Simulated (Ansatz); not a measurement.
C2HCl2FSi (`C#C[Si](F)(Cl)Cl`), relaxed with RKS PBE0-D4/def2-TZVP in Ansatz from a PBE-D4/def2-SVP geometry. The force threshold is 0.005 eV/Å; the program also tests the step.

Total charge 0; spin multiplicity 1.

Start:

```xyz
7

C    -0.533    0.257   -1.952
C    -0.192    0.083   -0.786
Si    0.308   -0.171    0.936
F     1.509   -1.263    0.993
Cl   -1.259   -0.894    2.041
Cl    1.003    1.578    1.749
H    -0.835    0.411   -2.981
```

```json
{"step": "1", "energy (eV)": "-37719.6125", "largest force (eV/Å)": "1.465", "largest move (Å)": "0.000"}
{"step": "2", "energy (eV)": "-37719.6906", "largest force (eV/Å)": "0.816", "largest move (Å)": "0.038"}
{"step": "3", "energy (eV)": "-37719.7026", "largest force (eV/Å)": "0.244", "largest move (Å)": "0.019"}
{"step": "4", "energy (eV)": "-37719.7034", "largest force (eV/Å)": "0.056", "largest move (Å)": "0.010"}
{"step": "5", "energy (eV)": "-37719.7035", "largest force (eV/Å)": "0.007", "largest move (Å)": "0.007"}
{"step": "6", "energy (eV)": "-37719.7036", "largest force (eV/Å)": "0.003", "largest move (Å)": "0.005"}
```

End:

```xyz
7

C    -0.526    0.253   -1.926
C    -0.184    0.075   -0.785
Si    0.310   -0.174    0.925
F     1.477   -1.235    0.986
Cl   -1.238   -0.882    2.012
Cl    0.989    1.552    1.724
H    -0.828    0.410   -2.937
```

Run time 15 s (4 threads of a server CPU on a shared host); peak host memory 0.67 GiB.
